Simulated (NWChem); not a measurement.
C$_{5}$H$_{6}$; SMILES C(C#CC)=C

Program: NWChem. Geometry: optimised at PBE0/def2-SVP. Level PBE/def2-SVP: energy and gradient on several grids; changes count from the extra-fine grid, which is no exact limit either.

Which is the coarsest grid (xcoarse; xfine; medium; fine; coarse) from which on the energy stays within 500 μHa and each gradient component within 500 μHa/bohr of xfine?

coarse.
| grid | size of the energy change (μHa) | largest change of a gradient component (μHa/bohr) | time, medium = 1 (rough) |
|---|---|---|---|
| xcoarse | 5000 | 10000 | about 1 |
| coarse | 100 | 200 | about 1 |
| medium | < 10 | < 30 | about 1 |
| fine | < 10 | < 30 | about 1 |
| xfine | < 10 | < 30 | 3 |
